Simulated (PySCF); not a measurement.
C₃H₈BNO.
Structure used (PBE0-D3(BJ)/def2-SVP), in Å, numbered top down from 1:
```
atom  x, y, z in Å
C1    -1.125   -0.678   -0.201
O2    -0.005    0.192   -0.337
C3    -0.224    1.505    0.184
B4     1.405   -0.497    0.054
C5     2.503    0.508   -0.444
N6     3.291    1.280   -0.803
H7    -0.882   -1.598   -0.745
H8    -2.003   -0.190   -0.645
H9    -1.302   -0.905    0.862
H10    0.672    2.092   -0.046
H11   -0.378    1.455    1.273
H12   -1.103    1.935   -0.316
H13    1.404   -1.547   -0.555
H14    1.385   -0.618    1.269
```

Computed with PBE0-D3(BJ)/def2-SVP geometry optimisation, gas phase in PySCF 2.14.0.

Masses are those of the commonest isotopes; rigid-rotor values at the optimised geometry. The values belong to one conformer with, in the numbering `[CH3:1][O+:2]([CH3:3])[BH2-:4][C:5]#[N:6]`, C1–O2–B4–C5 169°.

**Question.** What are A, B and C (GHz)?

**Answer.** Ia = 65.91, Ib = 239.70, Ic = 284.27 u·Å²; 505379 MHz·u·Å²/I gives 7667, 2108 and 1778 MHz, that is A = 7.6675, B = 2.1084, C = 1.7778 GHz.

**Question.** Classify the top.

**Answer.** An asymmetric top: κ = (2 × 2108 − 7667 − 1778)/(7667 − 1778) = -0.89.

**Question.** Is it planar, by Δ = Ic − Ia − Ib?

**Answer.** Not planar: Δ = Ic − Ia − Ib = -21.35 u·Å². For a rigid frame Δ = −2 Σ m c², so Σ m c² = 10.67 u·Å² lies off the ab plane: 6.23 from hydrogen and 4.44 from heavier atoms. The atom farthest from that plane is 1.61 Å away.

**Question.** List the rotational levels J(Ka,Kc) to J = 2 (cm⁻¹).

**Answer.** Above 0(0,0):
J = 1: 1(0,1) 0.1296, 1(1,1) 0.3151, 1(1,0) 0.3261
J = 2: 2(0,2) 0.3884, 2(1,2) 0.5633, 2(1,1) 0.5964, 2(2,1) 1.1527, 2(2,0) 1.1531

**Question.** Which types of transition are allowed, and where do some lines up to J = 5 fall?

**Answer.** The dipole components are |μa| = 7.19 D, |μb| = 1.63 D, |μc| = 0.02 D. The squared components, which scale the intensities, stand as 1.00 : 0.05 : 0.00 (a : b : c). Some of the stronger lines:

```tsv
type	branch	J(Ka,Kc)	MHz	lower level (cm⁻¹)
a	Q	1(1,0) ← 1(1,1)	331	0.315
a	R	1(0,1) ← 0(0,0)	3886	0.000
a	R	3(2,2) ← 2(2,1)	11659	1.153
a	R	3(1,2) ← 2(1,1)	12145	0.596
a	R	4(1,4) ← 3(1,3)	14856	0.935
a	R	4(0,4) ← 3(0,3)	15403	0.775
a	R	4(1,3) ← 3(1,2)	16176	1.001
a	R	5(0,5) ← 4(0,4)	19153	1.289
a	R	5(4,2) ← 4(4,1)	19463	4.352
a	R	5(1,4) ← 4(1,3)	20191	1.541
```

**Question.** Estimate the classical rotational partition function at 25 K, 100 K and 298.15 K.

**Answer.** Point group C1, symmetry number σ = 1; q = (√π/σ)·√((kT/h)³/(ABC)), k/h = 20836.6 MHz/K: 3930 at 25 K, 31400 at 100 K, 162000 at 298.15 K.

Whether it is a minimum is left open (no frequencies). These are rigid-rotor constants of the computed structure; measured ground-state constants (B0) also hold zero-point vibration. A rigid rotor knows nothing of internal rotation, which can split or shift real lines. Quadrupole hyperfine structure (11B, 14N) is left out.
